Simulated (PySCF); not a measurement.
**Sulfur: a sound run and one with changed settings**

Sound run: S⁺ [Ne] 3s2 3p3, S²⁺ [Ne] 3s2 3p2. Computed with PySCF 2.14 in def2-TZVP (5s5p2d1f, 37 functions), with the non-relativistic Hamiltonian (point nucleus). In the sound run the correlated levels freeze [Ne]. The sound run starts from symmetry-adapted Hartree-Fock orbitals and uses a fine grid where one is needed.

Changed run: scalar relativity by spin-free X2C-1e. This setting is unsound on purpose.

| species | method | sound run (hartree) | changed run (hartree) | converged |
| --- | --- | --- | --- | --- |
| S⁺ | UHF | -397.16268 | -398.12672 | yes |
| S⁺ | r2SCAN | -397.70250 | -398.66924 | yes |
| S⁺ | B3LYP | -397.74484 | -398.71160 | yes |
| S⁺ | MP2 | -397.25032 | -398.21434 | yes |
| S⁺ | CCSD(T) | -397.27393 | -398.23787 | yes |
| S²⁺ | UHF | -396.32774 | -397.29167 | yes |
| S²⁺ | r2SCAN | -396.83792 | -397.80464 | yes |
| S²⁺ | B3LYP | -396.89029 | -397.85697 | yes |
| S²⁺ | MP2 | -396.39321 | -397.35712 | yes |
| S²⁺ | CCSD(T) | -396.41784 | -397.38163 | yes |

Ionisation energy of S⁺:

```json
{"method": "UHF", "sound run (eV)": "22.720", "changed run (eV)": "22.723"}
{"method": "r2SCAN", "sound run (eV)": "23.526", "changed run (eV)": "23.527"}
{"method": "B3LYP", "sound run (eV)": "23.253", "changed run (eV)": "23.256"}
{"method": "MP2", "sound run (eV)": "23.323", "changed run (eV)": "23.326"}
{"method": "SCS-MP2", "sound run (eV)": "23.140", "changed run (eV)": "23.143"}
{"method": "CCSD", "sound run (eV)": "23.258", "changed run (eV)": "23.262"}
{"method": "CCSD(T)", "sound run (eV)": "23.295", "changed run (eV)": "23.299"}
```

Most of the change in total energy is the relativistic energy itself. On top of that the contraction fixes the core shape for the Hamiltonian it was made with, so the changed run is not a good calculation with the other Hamiltonian either.

For comparison, NIST gives 23.338 eV between the lowest levels.
